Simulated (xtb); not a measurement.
GaH6P3, SMILES [PH2][Ga]([PH2])[PH2]. All values are semi-empirical tight-binding results from xtb (GFN2-xTB unless named), good for trends rather than for accurate numbers. The structure is a stationary point at GFN2-xTB. The structure was generated by enumeration; whether it is a known compound was not checked. The values are those of a single conformer.

For metal compounds this method's bond lengths and energies can be far off.

| Quantity | Value |
|---|---|
| orbital gap | 2.90 eV |
| zero-point energy | 30.3 kcal/mol |
| G − E(el) at 298.15 K (modified RRHO) | 7.1 kcal/mol |
